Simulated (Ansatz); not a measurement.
The cluster Si12⁻. Charge -1, multiplicity 2. Geometry PBE0-D4/def2-SVP; atoms count from 1.

```
atom   x (Å)   y (Å)   z (Å)
 Si1  -1.273   0.154   0.928
 Si2  -0.011  -1.863  -0.080
 Si3  -1.266   1.036  -4.190
 Si4   2.677   1.405   0.629
 Si5   0.275  -1.553   2.265
 Si6   1.027   0.903   2.135
 Si7  -1.521   0.024  -2.245
 Si8  -2.378  -1.358  -0.543
 Si9   0.416   1.388  -2.581
Si10  -0.925   0.278   3.282
Si11   2.307  -1.011   0.802
Si12   0.670   0.596  -0.401
```

Another isomer (doublet) lies 0.30 eV lower at PBE0-D4/def2-SVP; other spin states weren't run for this one.

Estimate the Mulliken populations from the PBE0/def2-SVP orbitals of Ansatz.


```
atom  charge (e)  spin (α − β)
 Si1       -0.18         -0.06
 Si2       -0.09          0.26
 Si3       -0.07          0.20
 Si4       -0.02         -0.02
 Si5       -0.14          0.31
 Si6       -0.03          0.07
 Si7       -0.12         -0.03
 Si8        0.03          0.07
 Si9        0.02         -0.04
Si10        0.00          0.13
Si11        0.02         -0.03
Si12       -0.42          0.14
```
Mulliken values and Mayer orders depend strongly on the basis.

Where does the spin sit?

Summed by element: Si 1.00, of 1 unpaired in all. Largest on single atoms: Si5 0.31, Si2 0.26, Si3 0.20.

And the Mayer bond orders between bonded heavy atoms (over 0.3)?

Si1–Si2 0.51 (2.58 Å); Si1–Si5 0.39 (2.66 Å); Si1–Si8 0.73 (2.38 Å); Si1–Si10 0.74 (2.38 Å); Si1–Si12 0.59 (2.40 Å); Si2–Si5 0.66 (2.38 Å); Si2–Si8 0.63 (2.46 Å); Si2–Si11 0.34 (2.62 Å); Si2–Si12 0.44 (2.57 Å); Si3–Si7 1.32 (2.21 Å); Si3–Si9 1.01 (2.35 Å); Si4–Si6 0.84 (2.29 Å); Si4–Si11 0.67 (2.45 Å); Si4–Si12 0.69 (2.40 Å); Si5–Si6 0.46 (2.57 Å); Si5–Si10 0.71 (2.41 Å); Si5–Si11 0.49 (2.56 Å); Si6–Si10 0.76 (2.35 Å); Si6–Si11 0.43 (2.66 Å); Si6–Si12 0.35 (2.58 Å); Si7–Si8 0.87 (2.35 Å); Si7–Si9 0.98 (2.39 Å); Si9–Si12 0.81 (2.33 Å); Si11–Si12 0.40 (2.59 Å).
